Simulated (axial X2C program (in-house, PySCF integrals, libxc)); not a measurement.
# What spin–orbit coupling does to CrBr

Calculated with an axial X2C code built on PySCF integrals. Spin-free means the one-electron spin-free X2C Hamiltonian; two-component (2c) means X2C with spin–orbit coupling and atomic mean-field two-electron Coulomb and Gaunt terms, so the difference of the two also holds small scalar two-electron terms. Basis: Br dyall-cv3z [8s9p6d4f1g], Cr dyall-cv3z [9s10p6d3f2g] (cores contracted in-house); Gaussian nuclei, density fitting, unrestricted open shells. Masses: Br 78.918 u, Cr 51.941 u.

Spin-free state: M_S = 5/2, Λ = 0 (beyond evenly filled blocks: σα, π+α, π-α, δ+α, δ-α); fragments Br + Cr.

```tsv
level	Re (Å)	ωe (cm⁻¹)	De (eV)	μ (D)
PBE0	2.338	301.7	3.337	5.36
LDA	2.273	325.7	3.941	4.20
```

Dipoles are positive if Cr is the positive end.

Two-component determinant lowest at the distance of the search:

Ω = 5/2 (⟨Sz⟩ = 2.50, ⟨Lz⟩ = 0.00 at PBE0); fragments Br + Cr.

| level | Re (Å) | ωe (cm⁻¹) | De (eV) | μ (D) |
| --- | --- | --- | --- | --- |
| PBE0 | 2.340 | 301.0 | 3.233 | 5.36 |
| LDA | 2.274 | 324.9 | 3.780 | 4.19 |

Question: From the two tables, how do the constants change at the PBE0 level (2c against spin-free)?

Answer: At the PBE0 level Re goes up by 0.002 Å and ωe decreases by 0.7 cm⁻¹; De changes by -0.104 eV.

The state is one determinant whose occupation by symmetry is held fixed; it was picked as the lowest of a PBE0 search that is not exhaustive. De is counted from the lowest determinant-based energies of the atoms at the same level, without counterpoise correction. Density functionals use the spin component along the axis (collinear). Without a current term, density functionals place determinants with orbital angular momentum somewhat too high. With several unpaired electrons one determinant need not be a pure state. This is the top spin component of a Σ state; components of lower Ω are not single determinants and can lie lower.
